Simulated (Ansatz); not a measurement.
```yaml
crystal:
  periodic: [false, false, false]
  atoms:
    - {symbol: N, position_ang: [0.962719, 0.790270, 2.701771]}
    - {symbol: C, position_ang: [0.858248, 0.034452, 1.751969]}
    - {symbol: N, position_ang: [0.690947, -0.810543, 0.910712]}
    - {symbol: Si, position_ang: [-0.180754, -1.171316, -0.536581]}
    - {symbol: Ga, position_ang: [-0.960449, 0.787770, -1.724851]}
    - {symbol: H, position_ang: [1.645852, 1.530184, 2.721242]}
    - {symbol: H, position_ang: [0.729681, -1.970046, -1.402488]}
    - {symbol: H, position_ang: [-1.314773, -2.061916, -0.163093]}
    - {symbol: H, position_ang: [-1.862642, 0.634191, -3.004736]}
    - {symbol: H, position_ang: [-0.568829, 2.236946, -1.253947]}
basis:
  gaussian: {orbitals: ANO-RCC-VTZP}
hamiltonian: {xc: {name: wB97X}}
outputs: {forces: true}
output: {forces: true}
```

```sh
$ ansatz run in.yaml --threads 2 --pin off --events-out ev --progress --plain --max-ram 32768MiB --backend cpu
```

Shortened log:

```
Error: YAML parse error: error: line 17 column 1: unknown field `outputs`, expected one of crystal, accuracy, basis, kpoints, hamiltonian, magnetization, projection, total_charge, correlation, batch, efield, external_charges, scf, relax, neb, saddle, md, ramp, phonons, dielectric, real_time, elastic, magnetic_configurations, gw, evaluate, workflow, output, checkpoint, execution
15 |   gaussian: {orbitals: ANO-RCC-VTZP}
16 | hamiltonian: {xc: {name: wB97X}}
17 | outputs: {forces: true}
18 | output: {forces: true}
```

In this input the input holds a key that doesn't belong there. The input was rejected before any iteration.
